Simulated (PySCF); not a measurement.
PySCF job for In(Br)(OMe)(NH2) (CH₅BrInNO), SMILES C[O][In]([NH2])[Br], TDDFT-LC-ωPBE/def2-SVPD. Geometry optimised at B3LYP-D3(BJ)/def2-SVP. The def2 effective core potentials stand for the cores of In; spin–orbit coupling is left out. The values are those of a single conformer.

```python
import numpy as np
from pyscf import gto, scf, dft, tdscf

mol = gto.M(
    atom='''
    In    0.45237841    0.12117382   -0.08546495
    Br   -1.82083324    0.06097639    0.93179928
    O     0.63262850   -0.94200808   -1.77538651
    C     1.87286029   -1.17101069   -2.39570562
    H     2.52320492   -1.86267771   -1.82284720
    H     1.69239733   -1.63676398   -3.38177493
    H     2.45867141   -0.24642722   -2.58075382
    N     2.01904083    1.01304406    0.87821195
    H     1.72885611    1.74016580    1.53226789
    H     2.72801635    1.40483291    0.25775819
    ''',
    basis='def2-SVPD',
    ecp={'In': 'def2-svp'},
    charge=0,
    spin=0,
    max_memory=1600,
    verbose=4,
)
mf = dft.RKS(mol, xc='lc_wpbe').density_fit(auxbasis='def2-universal-jkfit')
mf.grids.level = 3
mf.conv_tol = 1e-9
mf.max_cycle = 100
mf.kernel()
mf.grids = dft.Grids(mol).set(level=1).build(with_non0tab=True)  # coarser grid for the response kernel
td = tdscf.TDDFT(mf)
td.singlet = True
td.nstates = 10
td.conv_tol = 1e-4
td.positive_eig_threshold = 1e-6
td.kernel(x0=td.get_init_guess(mf, 15))
td.analyze()
tt = tdscf.TDA(mf)
tt.singlet = False
tt.nstates = 4
tt.conv_tol = 1e-4
tt.positive_eig_threshold = 1e-6
tt.kernel(x0=tt.get_init_guess(mf, 9))
tt.analyze(verbose=3)
```

Output:

```
PySCF version 2.14.0

[INPUT] verbose = 4
[INPUT] num. atoms = 10
[INPUT] num. electrons = 82
[INPUT] charge = 0
[INPUT] spin (= nelec alpha-beta = 2S) = 0
[INPUT] symmetry False subgroup None
[INPUT] Mole.unit = angstrom
[INPUT] Symbol           X                Y                Z      unit          X                Y                Z       unit  Magmom
[INPUT]  1 In     0.452378410000   0.121173820000  -0.085464950000 AA    0.854871299566   0.228985333267  -0.161505348750 Bohr   0.0
[INPUT]  2 Br    -1.820833240000   0.060976390000   0.931799280000 AA   -3.440876142104   0.115228677165   1.760845442267 Bohr   0.0
[INPUT]  3 O      0.632628500000  -0.942008080000  -1.775386510000 AA    1.195494603594  -1.780137278327  -3.354994269147 Bohr   0.0
[INPUT]  4 C      1.872860290000  -1.171010690000  -2.395705620000 AA    3.539193017673  -2.212889493038  -4.527227496881 Bohr   0.0
[INPUT]  5 H      2.523204920000  -1.862677710000  -1.822847200000 AA    4.768166254955  -3.519950730232  -3.444681974930 Bohr   0.0
[INPUT]  6 H      1.692397330000  -1.636763980000  -3.381774930000 AA    3.198167447645  -3.093035652753  -6.390628432620 Bohr   0.0
[INPUT]  7 H      2.458671410000  -0.246427220000  -2.580753820000 AA    4.646215595198  -0.465679955438  -4.876917914725 Bohr   0.0
[INPUT]  8 N      2.019040830000   1.013044060000   0.878211950000 AA    3.815434203015   1.914375825517   1.659580064820 Bohr   0.0
[INPUT]  9 H      1.728856110000   1.740165800000   1.532267890000 AA    3.267064556681   3.288436773335   2.895566661565 Bohr   0.0
[INPUT] 10 H      2.728016350000   1.404832910000   0.257758190000 AA    5.155203764836   2.654749450676   0.487092385464 Bohr   0.0

nuclear repulsion = 452.885685429273
number of shells = 72
number of NR pGTOs = 293
number of NR cGTOs = 176
basis = def2-SVPD
ecp = {'In': 'def2-svp'}


[settings echo left out]
init E= -2912.03435361129
  HOMO = -0.630603734934621  LUMO = -0.559636045330826  gap/eV = 1.93113
cycle= 1 E= -2933.72085800984  delta_E= -21.7  |g|= 1.93  |ddm|= 14.3
  HOMO = -0.144681499850715  LUMO = 0.039921056311906  gap/eV = 5.02329
cycle= 2 E= -2934.11513448243  delta_E= -0.394  |g|= 1.61  |ddm|= 8.37
  HOMO = -0.363040624079131  LUMO = -0.001494540738127  gap/eV = 9.83817
cycle= 3 E= -2934.57161976966  delta_E= -0.456  |g|= 0.254  |ddm|= 2.28
  HOMO = -0.365389833134477  LUMO = -0.00556447663191889  gap/eV = 9.79135
cycle= 4 E= -2934.58091651549  delta_E= -0.0093  |g|= 0.143  |ddm|= 0.323
  HOMO = -0.387377740482202  LUMO = -0.00396894168213001  gap/eV = 10.43308
cycle= 5 E= -2934.58541114864  delta_E= -0.00449  |g|= 0.0223  |ddm|= 0.208
  HOMO = -0.385778412650818  LUMO = -0.00260126812925224  gap/eV = 10.42678
cycle= 6 E= -2934.58561326906  delta_E= -0.000202  |g|= 0.00821  |ddm|= 0.0492
  HOMO = -0.38617497294243  LUMO = -0.0026174434226089  gap/eV = 10.43713
cycle= 7 E= -2934.58566005433  delta_E= -4.68e-05  |g|= 0.00217  |ddm|= 0.0299
  HOMO = -0.386128581552285  LUMO = -0.00269752657768127  gap/eV = 10.43369
cycle= 8 E= -2934.5856663375  delta_E= -6.28e-06  |g|= 0.000869  |ddm|= 0.0107
  HOMO = -0.386203855194131  LUMO = -0.00273010064477931  gap/eV = 10.43485
cycle= 9 E= -2934.58566693018  delta_E= -5.93e-07  |g|= 0.000561  |ddm|= 0.00357
  HOMO = -0.386151847589631  LUMO = -0.00271487379982588  gap/eV = 10.43385
cycle= 10 E= -2934.58566709855  delta_E= -1.68e-07  |g|= 0.000105  |ddm|= 0.0013
  HOMO = -0.386166486066021  LUMO = -0.00272069906686499  gap/eV = 10.43409
cycle= 11 E= -2934.58566710337  delta_E= -4.82e-09  |g|= 3.79e-05  |ddm|= 0.000441
  HOMO = -0.386162617070168  LUMO = -0.00272128452508731  gap/eV = 10.43397
cycle= 12 E= -2934.58566710933  delta_E= -5.96e-09  |g|= 1.55e-05  |ddm|= 9.76e-05
  HOMO = -0.386163982036084  LUMO = -0.00272100941353505  gap/eV = 10.43401
cycle= 13 E= -2934.5856671095  delta_E= -1.71e-10  |g|= 6.39e-06  |ddm|= 5.01e-05
  HOMO = -0.386162910816843  LUMO = -0.0027211184994014  gap/eV = 10.43398
Extra cycle  E= -2934.58566710951  delta_E= -1.14e-11  |g|= 7.11e-06  |ddm|= 1.67e-05
converged SCF energy = -2934.58566710951
tot grids = 43264
Overwritten attributes  positive_eig_threshold  of <class 'pyscf.tdscf.rks.TDDFT'>


******** <class 'pyscf.tdscf.rks.TDDFT'> for <class 'pyscf.df.df_jk.DFRKS'> ********
nstates = 10 singlet
deg_eia_thresh = 1.000e-03
wfnsym = None
conv_tol = 0.0001
eigh lindep = 1e-12
eigh level_shift = 0
eigh max_cycle = 100


Excitation energies (eV)
[5.19331139 5.45804104 5.73308485 5.97190988 6.0772535  6.48813948
 6.81506227 7.01126799 7.23942018 7.37852477]

** Singlet excitation energies and oscillator strengths **
Excited State   1:      5.19331 eV    238.74 nm  f=0.0138
      40 -> 42       -0.20115
      41 -> 42        0.60934
      41 -> 44       -0.13535
      41 -> 45        0.13256
Excited State   2:      5.45804 eV    227.16 nm  f=0.0529
      39 -> 42        0.26096
      40 -> 42       -0.56940
      40 -> 44        0.13501
      41 -> 42       -0.16214
Excited State   3:      5.73308 eV    216.26 nm  f=0.0407
      38 -> 42        0.31082
      38 -> 44       -0.13080
      39 -> 42        0.51899
      39 -> 44       -0.15037
      40 -> 42        0.18174
      41 -> 42        0.10408
Excited State   4:      5.97191 eV    207.61 nm  f=0.0153
      37 -> 42        0.23579
      38 -> 42        0.51052
      38 -> 44       -0.15858
      39 -> 42       -0.23014
      40 -> 42       -0.12816
      40 -> 43       -0.10618
      41 -> 43        0.13776
Excited State   5:      6.07725 eV    204.01 nm  f=0.0682
      37 -> 42        0.58850
      37 -> 44       -0.16950
      38 -> 42       -0.19744
Excited State   6:      6.48814 eV    191.09 nm  f=0.0255
      40 -> 43        0.32016
      41 -> 43        0.57736
Excited State   7:      6.81506 eV    181.93 nm  f=0.0872
      36 -> 42        0.12855
      38 -> 42       -0.11126
      39 -> 42        0.11973
      40 -> 43       -0.57289
      41 -> 43        0.28212
Excited State   8:      7.01127 eV    176.84 nm  f=0.0383
      36 -> 42       -0.24362
      39 -> 43       -0.61499
Excited State   9:      7.23942 eV    171.26 nm  f=0.0054
      36 -> 42        0.10092
      38 -> 43        0.66334
Excited State  10:      7.37852 eV    168.03 nm  f=0.1409
      36 -> 42       -0.34771
      37 -> 42        0.12033
      37 -> 43        0.51160
      38 -> 43        0.10877
      39 -> 43        0.15816

** Transition electric dipole moments (AU) **
state          X           Y           Z        Dip. S.      Osc.
  1         0.2642      0.1042      0.1660      0.1082      0.0138
  2        -0.4515     -0.1284     -0.4187      0.3956      0.0529
  3        -0.0113      0.2688      0.4666      0.2900      0.0407
  4         0.0083      0.0558     -0.3183      0.1045      0.0153
  5        -0.3951      0.5277     -0.1533      0.4581      0.0682
  6         0.0614      0.1314      0.3731      0.1603      0.0255
  7        -0.2971      0.3964      0.5263      0.5224      0.0872
  8        -0.0680      0.0328      0.4663      0.2231      0.0383
  9         0.1646      0.0583      0.0071      0.0305      0.0054
 10        -0.8369     -0.1946      0.2028      0.7794      0.1409

WARN: ECP detected. Skipping calculation of transition velocity and magnetic dipole moments, which have not yet been implemented.

Overwritten attributes  positive_eig_threshold  of <class 'pyscf.tdscf.rks.TDA'>


******** <class 'pyscf.tdscf.rks.TDA'> for <class 'pyscf.df.df_jk.DFRKS'> ********
nstates = 4 triplet
deg_eia_thresh = 1.000e-03
wfnsym = None
conv_tol = 0.0001
eigh lindep = 1e-12
eigh level_shift = 0
eigh max_cycle = 100


Excitation energies (eV)
[4.50321052 4.87073558 5.16287085 5.45631137]

** Triplet excitation energies and oscillator strengths **
Excited State   1:      4.50321 eV    275.32 nm  f=0.0000
Excited State   2:      4.87074 eV    254.55 nm  f=0.0000
Excited State   3:      5.16287 eV    240.15 nm  f=0.0000
Excited State   4:      5.45631 eV    227.23 nm  f=0.0000
```

The run converged.

Cost: roughly 6 core-minutes.
